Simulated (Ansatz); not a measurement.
C$_{4}$H$_{3}$F$_{3}$, SMILES `C=C(F)/C(F)=C\F` at its PBE0-D4/def2-TZVP geometry, where that method's forces vanish. Charge 0, multiplicity 1.

```tsv
atom	x (Å)	y (Å)	z (Å)
C1	1.080	1.523	-0.142
C2	0.459	0.396	-0.457
F3	0.602	-0.155	-1.665
C4	-0.417	-0.355	0.425
F5	-0.562	0.196	1.639
C6	-1.082	-1.487	0.205
F7	-1.039	-2.146	-0.942
H8	1.715	2.015	-0.865
H9	0.952	1.953	0.839
H10	-1.707	-1.940	0.964
```

(1) For each bond, give half the difference of the two atoms' forces along it (eV/Å; positive pushes the atoms apart) under PBE-D4, r2SCAN-D4, B3LYP-D4, ωB97M-V in def2-TZVPP. (Best estimate.)

## Answers

(1) Computed: 
```
  bond  length (Å)  PBE-D4  r2SCAN-D4  B3LYP-D4  ωB97M-V
 C1–C2       1.325    0.40       0.21      0.01    -0.35
 C1–H8       1.081   -0.03      -0.11     -0.09    -0.01
 C1–H9       1.079   -0.02      -0.09     -0.08    -0.02
 C2–F3       1.335    0.53       0.34      0.40     0.29
 C2–C4       1.452   -0.56      -0.42     -0.15     0.39
 C4–F5       1.341    0.49       0.32      0.40     0.31
 C4–C6       1.331    0.36       0.19     -0.12    -0.51
 C6–F7       1.324    0.44       0.27      0.41     0.43
C6–H10       1.083   -0.10      -0.19     -0.20    -0.10
```

B3LYP here is the variant with VWN-RPA as its local correlation; programs differ in this.
